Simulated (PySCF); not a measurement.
A calculated (UHF, PySCF 2.14, def2-SVP, the non-relativistic Hamiltonian (point nucleus)) atom or ion has these occupied shells.

```tsv
shell	electrons	orbital energy (eV)	rms radius, mean of both spins (bohr)
1s	2	-10340.6	0.0572
2s	2	-1343.2	0.240
2p	6	-1189.3	0.213
3s	2	-206.84	0.710
3p	6	-155.13	0.741
3d	10	-65.548	0.874
```

(1) Name the element and its charge.

## Answers

(1) Ga³⁺ (gallium, charge +3), in [Ar] 3d10, closed-shell 1S.
